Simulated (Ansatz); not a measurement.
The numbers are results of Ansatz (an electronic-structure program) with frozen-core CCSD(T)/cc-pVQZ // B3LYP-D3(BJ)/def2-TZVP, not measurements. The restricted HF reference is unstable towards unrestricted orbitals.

Ansatz 0.2 input:
```yaml
crystal:
  periodic: [false, false, false]
  atoms:
    - { symbol: C, position_ang: [-1.705764, 0.222146, -0.03358] }
    - { symbol: C, position_ang: [-0.45052, 0.255026, 0.405056] }
    - { symbol: N, position_ang: [0.548599, -0.517445, -0.193385] }
    - { symbol: C, position_ang: [1.724612, -0.438635, 0.274653] }
    - { symbol: H, position_ang: [-2.475795, 0.821018, 0.43182] }
    - { symbol: H, position_ang: [-1.977459, -0.409065, -0.869055] }
    - { symbol: H, position_ang: [-0.165877, 0.889142, 1.24809] }
    - { symbol: H, position_ang: [1.991411, 0.204287, 1.122484] }
    - { symbol: H, position_ang: [2.517751, -1.029893, -0.174352] }
basis:
  gaussian: { orbitals: cc-pVQZ }
correlation:
  method: ccsd_t
```

Output:

```
Functional definition: HF
2164 factors; integrals over basis functions are off by at most 7.4e-4 eV
mean field evaluation 1: about -4649.8906 eV, gradient 3.2e1 eV
mean field evaluation 2: about -4649.8920 eV, gradient 3.2e1 eV
mean field evaluation 4: about -4652.6857 eV, gradient 4.9e0 eV
mean field evaluation 8: about -4652.7562 eV, gradient 1.6e-1 eV
mean field evaluation 16: about -4652.7495 eV, gradient 1.3e0 eV
mean field -4652.75638945 eV, -170.9856435606 hartree, gradient 2.2e-6 eV, S^2 0.000000; 0 other end points of the search recorded, 0 dependent functions left out; unrestricted orbitals would lower it
4 core orbitals not correlated
reference -4652.75638945 eV, -170.9856435606 hartree; 11, 11 occupied and 355, 355 virtual orbitals, 2164 factors
second order -19.81653595 eV of doubles, -0.00000000 eV of singles
cycle   1  -19.73238466 eV  change    8.4e-2 eV  update   9.8e-2
cycle   2  -20.26761509 eV  change   -5.4e-1 eV  update   3.2e-2
cycle   3  -20.38575249 eV  change   -1.2e-1 eV  update   1.6e-2
cycle   4  -20.37898486 eV  change    6.8e-3 eV  update   4.5e-3
cycle   5  -20.37942798 eV  change   -4.4e-4 eV  update   2.2e-3
cycle   6  -20.38055032 eV  change   -1.1e-3 eV  update   5.8e-4
cycle   7  -20.38033403 eV  change    2.2e-4 eV  update   3.3e-4
cycle   8  -20.38023914 eV  change    9.5e-5 eV  update   1.3e-4
cycle   9  -20.38027431 eV  change   -3.5e-5 eV  update   5.5e-5
cycle  10  -20.38025779 eV  change    1.7e-5 eV  update   1.5e-5
perturbative correction -1.00408512 eV, -0.0368994475 hartree
Total energy: -4674.14073235 eV, -171.7715036676 hartree
```

Cost: roughly 90 core-minutes.
